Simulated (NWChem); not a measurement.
# One site exchanged: F, Br, Cl, H

Each species was optimised at PBE0/def2-SVP with NWChem, gas phase unless a solvent is named. Low-valent species are run as closed-shell singlets; no triplet was tried in these runs. Some are not confirmed as minima by frequencies. def2 effective core potentials on Sn; no spin-orbit coupling.

A: [F][Sn][F] (SnF2)
B: [Sn]([F])[Br] (SnBrF)
C: [F][Sn][Cl] (SnClF)
D: [SnH][F] (SnHF)

```
quantity                                                  A (F)  B (Br)  C (Cl)  D (H)
--------------------------------------------------------  -----  ------  ------  -----
Pauling electronegativity of the site (pymatgen's table)   3.98    2.96    3.16   2.20
electrons in the molecule                                    68      94      76     60
dipole (D), PBE0/def2-SVP                                  3.63    3.40    3.47   2.69
orbital gap (eV), PBE0/def2-SVP                            5.86    4.96    5.26   4.13
vertical ionisation energy, ΔSCF, PBE/def2-SVP (eV)       10.79    9.91   10.22   9.20
vertical ionisation energy, ΔSCF, PBE0/def2-SVP (eV)      11.06   10.16   10.47   9.36
static polarisability, PBE0/def2-SVPD (bohr³)              37.0    63.0    53.5   42.7
lowest singlet excitation, PBE0/def2-SVPD, TDA (eV)        5.17    3.92    4.37   2.95
```

“Dipole (D), PBE0/def2-SVP” runs from 2.69 in D (H) to 3.63 in A (F), rising in step with the site's electronegativity. “Orbital gap (eV), PBE0/def2-SVP” runs from 4.13 in D (H) to 5.86 in A (F), rising in step with the site's electronegativity. “Vertical ionisation energy, ΔSCF, PBE/def2-SVP (eV)” runs from 9.20 in D (H) to 10.79 in A (F), rising in step with the site's electronegativity. “Vertical ionisation energy, ΔSCF, PBE0/def2-SVP (eV)” runs from 9.36 in D (H) to 11.06 in A (F), rising in step with the site's electronegativity. “Static polarisability, PBE0/def2-SVPD (bohr³)” runs from 37.0 in A (F) to 63.0 in B (Br), in no step with either the site's electronegativity or the electron count. “Lowest singlet excitation, PBE0/def2-SVPD, TDA (eV)” runs from 2.95 in D (H) to 5.17 in A (F), rising in step with the site's electronegativity. The order by orbital gap (eV) is the same as the order by lowest singlet excitation. The order by vertical ionisation energy is neither the same as nor the reverse of the order by static polarisability.

These are trends among computed rows of three or four species; they are not measurements.
